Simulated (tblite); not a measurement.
C5H11Ga.
Cartesian coordinates in Å at the GFN2-xTB level; atoms count from 1:
```xyz
17
C5H11Ga angstrom
C      1.992   -0.061   -0.629
C      1.028    0.165    0.540
C     -0.023   -0.950    0.652
C     -1.198   -0.751   -0.330
C     -1.928    0.574   -0.064
Ga    -0.284    1.749    0.305
H      2.560   -0.983   -0.487
H      1.453   -0.136   -1.574
H      2.700    0.766   -0.707
H      1.619    0.189    1.464
H     -0.432   -0.950    1.669
H      0.428   -1.930    0.471
H     -0.803   -0.749   -1.351
H     -1.878   -1.602   -0.244
H     -2.584    0.472    0.808
H     -2.558    0.855   -0.911
H     -0.100    3.355    0.377
```

All values are computed: GFN2-xTB (tblite) harmonic vibrations without scaling, gas phase. Errors from tens to a few hundred cm⁻¹ against measured bands are possible. Modes of hydrogen on gallium can be 10 to 20 % off. One conformer, not necessarily the lowest.

Harmonic wavenumbers (cm⁻¹): 100.4, 155.8, 218.2, 231.1, 257.8, 291.5, 373.5, 426.9, 438.3, 503.4, 535.8, 626.1, 823.0, 869.8, 912.7, 948.1, 965.8, 1016.3, 1032.3, 1073.1, 1105.5, 1135.3, 1155.4, 1227.0, 1235.5, 1299.5, 1327.4, 1330.6, 1405.0, 1429.3, 1450.3, 1471.6, 1487.6, 1495.8, 1501.3, 2882.0, 2907.0, 2915.6, 2932.7, 2939.2, 2945.0, 2956.1, 2970.0, 2985.3, 2993.2.

A = 2926, B = 2325, C = 1508 MHz; mass 140.012 u (most abundant isotopes); point group C1, symmetry number 1.

Task: Zero-point energy?

Result: ½Σν̃ = 30642 cm⁻¹ = 87.61 kcal/mol.

Task: Give the ideal-gas entropy at 350 K and 1 bar in the rigid-rotor, harmonic-oscillator model (classical rotation).

Result: Translation 41.54, rotation 28.32, vibration 23.03: S = 92.9 cal/(mol K).

Task: And Cp and H(350 K) − H(0)?

Result: Cp = 36.78 cal/(mol K), of which vibrations give 28.83 (their classical limit is 45 R = 89.4); H(350 K) − H(0) = 7.49 kcal/mol without the zero-point energy, 4.71 from vibrations.

Task: Blend soft modes into free rotors: weight 1/[1 + (100 cm⁻¹/ν̃)⁴] for the oscillator and the rest for a rotor with moment μB/(μ + B), μ = h/(8π²ν), B = 10⁻⁴⁴ kg m². What vibrational entropy results?

Result: 22.62 cal/(mol K) in place of 23.03, which changes −T·S at 350 K by +0.14 kcal/mol.

Task: What must be added to the electronic energy to get the Gibbs energy at 350 K and 1 bar?

Result: ZPE + [H(350 K) − H(0)] − T·S = 87.61 + 7.49 − 32.51 = 62.59 kcal/mol.

Task: Which modes carry the vibrational entropy at 350 K?

Result: 100.4 cm⁻¹: 3.76; 155.8 cm⁻¹: 2.91; 218.2 cm⁻¹: 2.27; 231.1 cm⁻¹: 2.16; 257.8 cm⁻¹: 1.96; 291.5 cm⁻¹: 1.74 cal/(mol K); the other 39 give 8.23 together.

Hindered rotation and anharmonicity are outside this model. Other conformers, if any are populated, would add a mixing term that is left out. The structure is chiral; the term R ln 2 for an equal mix with its mirror image is left out.

Hardware: Arm Neoverse N1, one thread, shared host with 64 logical CPUs at a one-minute load of 60. Cost: 0.83 s. The figure is for the frequency step alone.
